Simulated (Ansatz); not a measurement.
`[F][In]([F])[Br]` + `CC(C)(C)[NH][InH2]` → `CC(C)(C)[NH][In]([F])[F]` + `[Br][InH2]`  (redistribution)

Gas-phase electronic energies from Ansatz, PBE0-D4/def2-TZVP geometries. CCSD(T)/CBS adds triple-zeta CCSD(T) − MP2 to the extrapolated MP2 energy (def2 sets, frozen cores). def2 core potentials past Kr. For Br, In outer-core shells are correlated without core-valence functions, which leaves a few kJ/mol of doubt a bond. Scalar relativity is left out up to krypton. Each species was taken in one conformer, which may not be the lowest.

| species | CCSD(T)/CBS(def2) energy (Eh) |
| --- | --- |
| `[F][In]([F])[Br]` | -2962.82519 |
| `CC(C)(C)[NH][InH2]` | -403.94606 |
| `CC(C)(C)[NH][In]([F])[F]` | -602.41631 |
| `[Br][InH2]` | -2764.36342 |

Q: Work out ΔE.

A: ΔE = (-602.41631) + (-2764.36342) − (-2962.82519) − (-403.94606) = -0.00848 Eh = -22.3 kJ/mol.

Largest T1 diagnostic among the species: 0.015.

Leaving LDA and LC-ωPBE aside and taking each functional with its dispersion term where it has one, the values, not all of them listed here, spread over 4.8 kJ/mol, from r2SCAN0-D4 to B97M-V.
